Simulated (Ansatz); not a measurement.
Steps of a relaxation of CH₈AlNSi₂, SMILES `[SiH3][SiH2][N]1[CH2][AlH]1` with RKS PBE0-D4/def2-TZVP.

```sh
$ ansatz run in.yaml --threads 4 --pin off --events-out ev --progress --plain --max-ram 10444MiB
```

```yaml
crystal:
  periodic: [false, false, false]
  atoms:
    - {symbol: Si, position_ang: [-2.266305, 0.117936, 0.129970]}
    - {symbol: Si, position_ang: [-0.194937, 1.244288, -0.040826]}
    - {symbol: N, position_ang: [1.103386, 0.107811, -0.306891]}
    - {symbol: C, position_ang: [1.471472, -1.038523, 0.639507]}
    - {symbol: Al, position_ang: [2.425759, -0.830206, -1.030686]}
    - {symbol: H, position_ang: [-2.266423, -0.848191, 1.288677]}
    - {symbol: H, position_ang: [-3.406930, 1.084866, 0.334698]}
    - {symbol: H, position_ang: [-2.538049, -0.673348, -1.126901]}
    - {symbol: H, position_ang: [-0.237436, 2.205031, -1.202263]}
    - {symbol: H, position_ang: [0.005297, 2.042861, 1.229842]}
    - {symbol: H, position_ang: [0.676520, -1.803009, 0.785766]}
    - {symbol: H, position_ang: [1.888217, -0.720359, 1.619842]}
    - {symbol: H, position_ang: [3.359829, -0.923755, -2.306034]}
basis:
  gaussian: {orbitals: def2-TZVP}
hamiltonian: {xc: pbe0, dispersion: d4}
relax: {f_tol: 0.005, max_steps: 150}
```

Positions (Å) and forces (eV/Å) along the path, 10 of 12 steps:

```xyz
13
step=1 energy=-24997.6471 eV
Si   -2.266    0.118    0.130   -0.144   -0.083   -0.005
Si   -0.195    1.244   -0.041    0.489   -0.344   -0.067
N     1.103    0.108   -0.307   -0.084    0.096   -0.019
C     1.471   -1.039    0.640   -0.012   -0.123    0.147
Al    2.426   -0.830   -1.031   -0.614    0.330    0.471
H    -2.266   -0.848    1.289   -0.005    0.205   -0.246
H    -3.407    1.085    0.335    0.246   -0.212   -0.043
H    -2.538   -0.673   -1.127    0.050    0.176    0.278
H    -0.237    2.205   -1.202    0.025   -0.198    0.242
H     0.005    2.043    1.230   -0.020   -0.165   -0.274
H     0.677   -1.803    0.786    0.435    0.465   -0.102
H     1.888   -0.720    1.620   -0.249   -0.141   -0.570
H     3.360   -0.924   -2.306   -0.117   -0.008    0.188
13
step=2 energy=-24997.7031 eV
Si   -2.258    0.117    0.129   -0.078   -0.054    0.009
Si   -0.195    1.225   -0.038    0.398   -0.201   -0.076
N     1.100    0.112   -0.306   -0.068    0.080   -0.091
C     1.470   -1.033    0.634    0.024   -0.044    0.015
Al    2.413   -0.818   -1.024   -0.399    0.201    0.318
H    -2.263   -0.840    1.277   -0.002    0.042   -0.057
H    -3.387    1.076    0.334    0.070   -0.038   -0.009
H    -2.535   -0.664   -1.114    0.015    0.040    0.062
H    -0.231    2.181   -1.186   -0.014   -0.040    0.050
H     0.014    2.020    1.216   -0.024   -0.045   -0.050
H     0.678   -1.780    0.776    0.142    0.122   -0.036
H     1.872   -0.710    1.602   -0.056   -0.049   -0.172
H     3.344   -0.921   -2.284   -0.008   -0.014    0.037
13
step=3 energy=-24997.7143 eV
Si   -2.244    0.110    0.130    0.002    0.033   -0.008
Si   -0.186    1.226   -0.043    0.002   -0.085    0.023
N     1.089    0.116   -0.310    0.003    0.055   -0.041
C     1.458   -1.026    0.631    0.070   -0.063   -0.011
Al    2.388   -0.809   -1.016   -0.008    0.017    0.014
H    -2.254   -0.847    1.272    0.003   -0.007    0.013
H    -3.358    1.077    0.336   -0.030    0.001    0.005
H    -2.522   -0.665   -1.111   -0.013   -0.010   -0.017
H    -0.232    2.179   -1.187   -0.005    0.018   -0.001
H     0.012    2.008    1.215    0.009    0.025    0.004
H     0.676   -1.773    0.772   -0.048   -0.002    0.001
H     1.865   -0.706    1.591   -0.001    0.030    0.027
H     3.328   -0.923   -2.264    0.015   -0.014   -0.009
13
step=4 energy=-24997.7152 eV
Si   -2.256    0.116    0.129    0.015   -0.019    0.006
Si   -0.186    1.214   -0.041   -0.013    0.032   -0.001
N     1.097    0.115   -0.311   -0.034    0.046   -0.045
C     1.470   -1.028    0.629    0.018   -0.044    0.028
Al    2.398   -0.806   -1.016    0.010   -0.006   -0.010
H    -2.262   -0.841    1.271   -0.010   -0.011    0.004
H    -3.374    1.078    0.337    0.011    0.013    0.001
H    -2.538   -0.659   -1.112   -0.005   -0.005   -0.005
H    -0.236    2.172   -1.181    0.002    0.009   -0.008
H     0.016    2.004    1.213    0.000   -0.003    0.009
H     0.682   -1.770    0.770   -0.006   -0.011    0.004
H     1.870   -0.702    1.591    0.004    0.005    0.014
H     3.339   -0.927   -2.264    0.007   -0.006    0.003
13
step=6 energy=-24997.7155 eV
Si   -2.255    0.115    0.129    0.006   -0.009    0.002
Si   -0.186    1.215   -0.042   -0.005    0.011    0.000
N     1.096    0.116   -0.313   -0.006    0.003   -0.018
C     1.470   -1.029    0.630    0.007   -0.009    0.003
Al    2.398   -0.806   -1.016   -0.006    0.005    0.000
H    -2.263   -0.842    1.272   -0.006   -0.008    0.002
H    -3.372    1.079    0.337    0.011    0.007    0.001
H    -2.538   -0.660   -1.112   -0.003   -0.003   -0.002
H    -0.236    2.173   -1.182   -0.001    0.010   -0.004
H     0.016    2.004    1.213    0.000   -0.001    0.005
H     0.682   -1.771    0.771   -0.002   -0.004    0.002
H     1.870   -0.702    1.591   -0.001    0.004    0.003
H     3.340   -0.927   -2.264    0.006   -0.007    0.004
13
step=7 energy=-24997.7159 eV
Si   -2.251    0.111    0.134    0.000   -0.006   -0.002
Si   -0.186    1.217   -0.046   -0.019    0.020   -0.013
N     1.094    0.119   -0.327    0.024   -0.031   -0.006
C     1.461   -1.023    0.623    0.017   -0.004    0.019
Al    2.403   -0.806   -1.015   -0.011    0.008    0.006
H    -2.254   -0.853    1.270   -0.001   -0.001    0.000
H    -3.364    1.077    0.355    0.002    0.003    0.003
H    -2.544   -0.657   -1.110   -0.002    0.001    0.000
H    -0.245    2.182   -1.181   -0.003    0.001    0.003
H     0.022    1.999    1.212    0.003    0.001    0.007
H     0.673   -1.766    0.761   -0.004    0.007   -0.003
H     1.851   -0.692    1.588   -0.005   -0.001   -0.016
H     3.361   -0.943   -2.248   -0.001    0.002    0.003
13
step=8 energy=-24997.7161 eV
Si   -2.255    0.111    0.132    0.002   -0.001    0.003
Si   -0.188    1.213   -0.052   -0.004    0.005   -0.001
N     1.092    0.113   -0.330    0.003   -0.006    0.002
C     1.466   -1.021    0.628   -0.003   -0.008    0.001
Al    2.406   -0.809   -1.012    0.002    0.003    0.004
H    -2.252   -0.869    1.254    0.000    0.001   -0.001
H    -3.359    1.081    0.379   -0.001    0.001    0.001
H    -2.568   -0.636   -1.120   -0.001    0.000   -0.002
H    -0.246    2.177   -1.188   -0.002    0.000    0.000
H     0.021    1.996    1.206    0.001   -0.003   -0.001
H     0.681   -1.766    0.770    0.003    0.005    0.000
H     1.855   -0.682    1.590   -0.001    0.004   -0.004
H     3.368   -0.943   -2.243    0.001   -0.001   -0.002
13
step=10 energy=-24997.7161 eV rejected
Si   -2.259    0.111    0.129   -0.013   -0.002    0.005
Si   -0.191    1.209   -0.059    0.014    0.002   -0.001
N     1.089    0.107   -0.337   -0.007    0.000    0.001
C     1.469   -1.016    0.632   -0.006    0.003   -0.004
Al    2.411   -0.811   -1.007    0.005   -0.002   -0.002
H    -2.245   -0.891    1.232    0.002    0.004   -0.003
H    -3.354    1.082    0.413    0.005   -0.004   -0.002
H    -2.596   -0.611   -1.131    0.007    0.006    0.004
H    -0.249    2.174   -1.193   -0.002   -0.002   -0.003
H     0.025    1.990    1.198   -0.007   -0.005    0.001
H     0.688   -1.765    0.779    0.002    0.000    0.001
H     1.853   -0.664    1.591    0.002    0.000    0.002
H     3.378   -0.950   -2.233    0.000    0.000   -0.001
13
step=11 energy=-24997.7162 eV
Si   -2.259    0.112    0.130   -0.004   -0.001   -0.001
Si   -0.190    1.209   -0.058    0.005    0.000    0.004
N     1.089    0.108   -0.336   -0.006    0.002    0.001
C     1.469   -1.017    0.632   -0.004    0.000   -0.002
Al    2.410   -0.811   -1.008    0.004   -0.002   -0.001
H    -2.246   -0.888    1.235    0.001    0.002   -0.002
H    -3.356    1.082    0.408    0.002   -0.003   -0.001
H    -2.589   -0.613   -1.130    0.000    0.002    0.002
H    -0.249    2.174   -1.193   -0.001   -0.001   -0.001
H     0.023    1.990    1.200   -0.001   -0.001   -0.001
H     0.687   -1.765    0.779    0.001    0.000    0.001
H     1.854   -0.666    1.591    0.001    0.001    0.002
H     3.376   -0.950   -2.235    0.000    0.000   -0.001
13
step=12 energy=-24997.7162 eV
Si   -2.259    0.112    0.129   -0.002    0.000    0.003
Si   -0.190    1.209   -0.057    0.001   -0.001   -0.004
N     1.088    0.107   -0.336   -0.003    0.002    0.000
C     1.469   -1.016    0.632    0.000    0.001    0.000
Al    2.410   -0.811   -1.008    0.002   -0.001   -0.001
H    -2.245   -0.890    1.232   -0.001    0.000    0.000
H    -3.356    1.081    0.410    0.001   -0.001    0.000
H    -2.591   -0.610   -1.132    0.002    0.002    0.001
H    -0.250    2.174   -1.192    0.001    0.001    0.000
H     0.024    1.989    1.201   -0.002   -0.001    0.000
H     0.689   -1.765    0.781    0.000    0.000    0.000
H     1.855   -0.664    1.591    0.001    0.000    0.001
H     3.376   -0.951   -2.235   -0.001    0.000    0.000
```

It took 46 s on 4 threads of an Arm Neoverse V2 on a shared host, with 0.69 GiB of host memory at the peak.
